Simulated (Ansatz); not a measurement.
A substitution series on C: H to Br

On one C centre, n of the H ligands are replaced by Br. The mean harmonic wavenumber of the C–H stretches y in cm⁻¹ at PBE0-D4/def2-TZVP. The shapes are optimised at that level. Programs: Ansatz 0.2.0.

| molecule | n | y (cm⁻¹) |
| --- | --- | --- |
| CH4 | 0 | 3138 |
| CH3Br | 1 | 3170 |
| CH2Br2 | 2 | ? |
| CHBr3 | 3 | 3200 |

**Question.** Fit y = c + s·n to the known rows and predict CH2Br2.

**Answer.** 
1. Means of the 3 rows: n = 1.33333, y = 3169.3.
2. Σ(Δn)² = 4.6667, Σ(Δn·Δy) = 92.667, so the slope is 92.667/4.6667 = 19.857.
3. Intercept: 3169.3 − (19.857) × 1.33333 = 3142.8. The largest residual of the fit is 7.3.
4. CH2Br2: 3142.8 + (19.857) × 2 = 3183 cm⁻¹.

The run gave 3191 cm⁻¹, so the prediction is off by -8 cm⁻¹, about the largest residual. The step per swap changes from +32 to +9 cm⁻¹ along the series, so a line misses the bend. The wavenumbers are unscaled and lie a few per cent above observed bands. Relativity is left out for Br.
